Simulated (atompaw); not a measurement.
## What the settings do to the PAW (atompaw) potential of cobalt

Base potential:

Co, PAW, made with atompaw 4.2.0.5 (PBE, scalar-relativistic). Core [Ne], reference 3s2 3p6 3d7 4s2 4p0. Waves: 3s (bound): rc 0.90 bohr; 4s (bound): rc 1.45 bohr; 3p (bound): rc 0.95 bohr; 4p (bound, empty): rc 1.45 bohr; 3d (bound): rc 1.45 bohr; 3d channel at 0.65 Ry: rc 1.45 bohr. Local part: bessel scheme, radius 1.25 bohr. Core correction: smooth core density matched at 1.20 bohr. Augmentation charge: sinc compensation charge, radius 1.30 bohr; PAW radius 1.45 bohr; waves and projectors: custom polynom gramschmidtortho.

Cutoffs, loose and tight: the cutoffs (Ry, on a coarse ladder) from which the occupation-weighted sum of valence levels, in a spherical-Bessel basis at the reference potential, stays within 10 and 1 mRy of its value at 400 Ry. They see the waves, projectors and local potential, not the compensation charge or the core. A dash means not determined.

A true bound ghost makes a file unfit for plane-wave use even where its test errors are small: the radial tests pick states by their node count and pass the ghost by.

```tsv
change	outcome	cutoff, loose	cutoff, tight	bound ghosts
base	generated	90 Ry	160 Ry	none
core correction smooth core density matched at 0.72 bohr	generated	90 Ry	160 Ry	none
core [Ne] 3s2, valence charge 15; reference 3p6 3d7 4s1 4p0; waves now 4s (bound): rc 1.65 bohr; 4s channel at 1.5 Ry: rc 1.65 bohr; 3p (bound): rc 1.40 bohr; 4p (bound): rc 1.65 bohr; 3d (bound): rc 1.65 bohr; 3d channel at 2.1 Ry: rc 1.40 bohr; local potential bessel scheme, radius 1.40 bohr; core correction smooth core density matched at 0.95 bohr; augmentation sinc compensation charge, radius 1.45 bohr; PAW radius 1.65 bohr; waves and projectors: custom polynom gramschmidtortho	generated	60 Ry	100 Ry	s
augmentation besselshape compensation charge, radius 1.30 bohr; PAW radius 1.45 bohr; waves and projectors: custom polynom gramschmidtortho	generated	90 Ry	160 Ry	none
wave 3s (bound): rc 0.90 bohr becomes 3s (bound): rc 1.08 bohr	generated	80 Ry	140 Ry	none
wave 3d channel at 0.65 Ry: rc 1.45 bohr becomes 3d channel at 2.91 Ry: rc 1.45 bohr	generated	90 Ry	160 Ry	none
non-relativistic	generated	90 Ry	160 Ry	none
augmentation sinc compensation charge, radius 1.30 bohr; PAW radius 1.45 bohr; waves and projectors: custom rrkj vanderbiltortho	generated	90 Ry	180 Ry	none
wave 3p (bound): rc 0.95 bohr becomes 3p (bound): rc 0.82 bohr	generated	90 Ry	160 Ry	none
augmentation sinc compensation charge, radius 1.30 bohr; PAW radius 1.45 bohr; waves and projectors: custom rrkj gramschmidtortho	generated	90 Ry	180 Ry	none
```

What comes out with this change to the base: local potential bessel scheme, radius 0.88 bohr?

outcome: generated; cutoff, loose: 90 Ry; cutoff, tight: 140 Ry; bound ghosts: none.

What comes out with this change to the base: all radii scaled by about 1.23 (s 1.10, p 1.18, d 1.78 bohr); local potential bessel scheme, radius 1.54 bohr; augmentation sinc compensation charge, radius 1.60 bohr; PAW radius 1.78 bohr; waves and projectors: custom polynom gramschmidtortho; core correction smooth core density matched at 1.48 bohr?

outcome: generated; cutoff, loose: 80 Ry; cutoff, tight: 110 Ry; bound ghosts: none.
